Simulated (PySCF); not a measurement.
Input for PySCF:
```python
from pyscf import gto, scf
from pyscf.geomopt import geometric_solver
from pyscf.hessian import thermo

mol = gto.M(
    atom='''
C    -0.082037    0.604932    0.114824
O     0.060677   -0.683665   -0.174940
H    -1.181986    0.862145    0.113912
H     0.624829   -1.229700    0.412463
H     0.439107    0.991989    0.997121
H     0.124851    1.215294   -0.812918
''',
    basis='3-21g',
    charge=1,
    spin=1,
    verbose=3,
)

def method(m):
    mf = scf.UHF(m)
    return mf

conv, mol_eq = geometric_solver.kernel(method(mol), maxsteps=100, convergence_set='GAU_TIGHT')
print('optimisation converged:', conv)
print(mol_eq.tostring(format='xyz'))
mf = method(mol_eq)
mf.kernel()
hess = mf.Hessian().kernel()
freq = thermo.harmonic_analysis(mf.mol, hess)
print('frequencies / cm-1', freq['freq_wavenumber'].round(1))
th = thermo.thermo(mf, freq['freq_au'], 298.15, 101325)
thermo.dump_thermo(mf.mol, th)
```

Problem. What does this run give for the number of basis functions, total energy at the end of the optimisation, nuclear repulsion energy, HOMO energy?

Solution. 
number of basis functions: 26
total energy at the end of the optimisation: -114.0667 Eh
nuclear repulsion energy: 38.0952 Eh
HOMO energy: -22.73 eV

These values belong to the state on which the SCF converged, which isn't shown to be the lowest.
